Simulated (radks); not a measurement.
The numbers below are computed, except where a source is named.
Species: P+. Configuration: [Ne] 3s2 3p2 (the NIST ground configuration). Level of theory: non-relativistic Kohn-Sham, PBEsol, spin-polarised, spherical densities, point nucleus; open shells are filled with parallel spins first (a radial shooting solver on a logarithmic mesh with Libxc functionals).

Normalised radial functions P(r) = r R(r), r in bohr:

| r | 2s up | 3s up | 3s down |
|---|---|---|---|
| 0.01134 | 0.2905 | 0.0906 | 0.0911 |
| 0.01454 | 0.3542 | 0.1104 | 0.1111 |
| 0.01848 | 0.4230 | 0.1319 | 0.1326 |
| 0.02368 | 0.4986 | 0.1553 | 0.1562 |
| 0.0301 | 0.5702 | 0.1775 | 0.1785 |
| 0.03858 | 0.6326 | 0.1966 | 0.1977 |
| 0.04943 | 0.6679 | 0.2070 | 0.2082 |
| 0.06284 | 0.6564 | 0.2024 | 0.2035 |
| 0.08053 | 0.5732 | 0.1746 | 0.1756 |
| 0.1024 | 0.4016 | 0.1185 | 0.1191 |
| 0.1312 | 0.1170 | 0.0265 | 0.0265 |
| 0.1681 | -0.2667 | -0.0959 | -0.0966 |
| 0.2137 | -0.6900 | -0.2265 | -0.2280 |
| 0.2739 | -1.0993 | -0.3415 | -0.3435 |
| 0.3482 | -1.3696 | -0.3908 | -0.3927 |
| 0.4461 | -1.4345 | -0.3354 | -0.3362 |
| 0.5717 | -1.2622 | -0.1522 | -0.1507 |
| 0.7268 | -0.9347 | 0.1252 | 0.1296 |
| 0.9314 | -0.5571 | 0.4465 | 0.4522 |
| 1.184 | -0.2679 | 0.7005 | 0.7025 |
| 1.517 | -0.0943 | 0.8151 | 0.8110 |
| 1.944 | -0.0230 | 0.7409 | 0.7348 |
| 2.472 | -0.0038 | 0.5361 | 0.5344 |
| 3.167 | -0.0003 | 0.2944 | 0.3008 |
| 4.026 | 0.0000 | 0.1232 | 0.1316 |
| 5.16 | 0.0000 | 0.0353 | 0.0398 |
| 6.612 | 0.0000 | 0.0065 | 0.0079 |

2s up: eigenvalue -183.18 eV, 1 radial node at r = 0.142 bohr, <r> = 0.522 bohr, 90 % of the charge inside 0.821 bohr. 3s up: eigenvalue -23.979 eV, 2 radial nodes at r = 0.139, 0.657 bohr, <r> = 1.82 bohr, 90 % of the charge inside 2.73 bohr. 3s down: eigenvalue -21.750 eV, 2 radial nodes at r = 0.139, 0.655 bohr, <r> = 1.83 bohr, 90 % of the charge inside 2.76 bohr.
